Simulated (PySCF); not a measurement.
## Computed structure and properties of PbH4

System: PbH4 (singlet); start: template (C2v). Method: PySCF 2.14.0, RKS PBE0, Pb def2-SVP with ECP60, H def2-SVP; non-relativistic Hamiltonian with scalar-relativistic core potentials where named; density fitting; no spin-orbit coupling.

Input of the relaxation:

```python
mol = gto.M(atom='''
Pb    -0.00019    -0.00908     0.00000
H     -0.00019    -0.00908     1.92000
H     -0.00019    -0.00908    -1.92000
H      1.68478     0.91143    -0.00000
H     -1.64542     0.98071     0.00000''',
    basis={'Pb': 'def2-SVP', 'H': 'def2-SVP'},
    ecp={'Pb': 'def2-SVP'},
    charge=0, spin=0)
mf = dft.RKS(mol, xc='PBE0')
mf.grids.atom_grid = (50, 194)
mf = mf.density_fit()  # fitting sets: Pb def2-universal-JKFIT, H def2-universal-JKFIT
mf.conv_tol = 1e-08; mf.max_cycle = 55
mf.kernel(dm0)  # dm0: converged density of the start geometry
# quasi-Newton relaxation in Cartesian coordinates to a largest gradient under 0.00045 Eh/bohr, steps kept in the point group
```

Run from Python with OMP_NUM_THREADS=2; the lines above give its settings. Where DIIS fails, smearing, a level shift and second-order steps follow.
It took 4.5 s on 2 threads of Arm Neoverse V2, on a shared host, from the converged density of the start.

Course of the relaxation:

```tsv
step	energy above end (eV)	largest force component within the symmetry (eV/Å)
0	2.1866	2.943
1	1.2121	1.434
2	0.4994	0.949
3	0.1525	0.567
4	0.0149	0.129
5	0.0006	0.078
6	0.0004	0.055
7	0.0000	0.002
```

Relaxed geometry (Td):

```xyz
5

Pb    0.0078    0.3729    0.0000
H    -0.0134   -0.6421    1.4346
H    -0.0134   -0.6421   -1.4346
H     1.4627    1.3582    0.0000
H    -1.4050    1.4179    0.0000
```

| contact | Å |
| --- | --- |
| Pb1–H2 (H) | 1.757 |
| Pb1–H3 (H) | 1.757 |
| Pb1–H4 (H) | 1.757 |
| Pb1–H5 (H) | 1.757 |

On the finer grid (75, 302):

```
HOMO                                                          : -8.86 eV
LUMO                                                          : -0.08 eV
Dipole about the centre of mass                               : 0.00 D
Set of Mulliken populations of Pb1 outside the core potential : s 3.45, p 8.29, d 10.04
D3(BJ) dispersion energy (not in the energies)                : -0.048 eV
```

```tsv
atom	Mulliken (e)	Löwdin (e)	spin (e)
Pb1	0.22	0.26	0.00
H2	-0.06	-0.06	0.00
H3	-0.06	-0.06	0.00
H4	-0.06	-0.06	0.00
H5	-0.06	-0.06	0.00
```

On the grid (50, 194), as all that follows. Harmonic modes: a minimum; lowest 619 cm⁻¹ (negative: unstable), highest 1873 cm⁻¹, zero-point energy 0.665 eV.

Taking off one H (charge -1, singlet; the rest: singlet) in vacuum, both parts rigid, costs 11.79 eV; the small basis without counterpoise inflates it. Most of it is the attraction of opposite charges; other ways to part are cheaper, and one spin state was tried for the rest.

Rigid scan of H along the line from its metal, all other atoms held (where the atom bridges, its other bond changes as well):

| distance to H2 (Å) | energy (eV) |
| --- | --- |
| 1.46 | 0.887 |
| 1.56 | 0.339 |
| 1.66 | 0.073 |
| 1.76 | 0.000 |
| 1.86 | 0.056 |
| 1.96 | 0.199 |
| 2.16 | 0.630 |
| 2.46 | 1.404 |
| 2.86 | 2.375 |
| 3.36 | 3.315 |

One start shape was tried, so this needn't be the lowest isomer.
